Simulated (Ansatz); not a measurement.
Computed with Ansatz on PBE0-D4/def2-TZVP structures; ΔE is electronic, products minus reactants. CBS: MP2 limit from def2 TZ/QZ plus the TZ coupled-cluster correction, frozen cores. This one scheme is used for every species. Functionals use def2-TZVPP. B3LYP here is the variant with VWN-RPA as its local correlation; programs differ in this. One conformer a species, not always the lowest.

Consider the ligand exchange at the Si–N bond: `O=C=N[SiH3]` + `C=C[SiH2]N` → `C=C[SiH2]N[SiH3]` + `N=C=O`.

```tsv
species	B3LYP-D4 energy (Eh)
`O=C=N[SiH3]`	-459.52613
`C=C[SiH2]N`	-424.77912
`C=C[SiH2]N[SiH3]`	-715.53154
`N=C=O`	-168.76165
```

Problem. Work out ΔE.

Solution. ΔE = (-715.53154) + (-168.76165) − (-459.52613) − (-424.77912) = 0.01206 Eh = +0.33 eV. CCSD(T)/CBS gives +0.30 eV.

Largest T1 diagnostic among the species: 0.018.

Leaving LDA and LC-ωPBE aside and taking each functional with its dispersion term where it has one, the values, not all of them listed here, spread over 0.11 eV, from revPBE-D4 to BHLYP-D4. From BLYP to BHLYP (50 % exact exchange), in def2-TZVPP and without D4, ΔE moves by +0.05 eV. The D4 term adds −0.05 eV with B3LYP and −0.03 eV with PBE0; it sums over pairs of atoms, weighted by their polarisabilities, and B3LYP, whose exchange is more repulsive, gets the larger term.
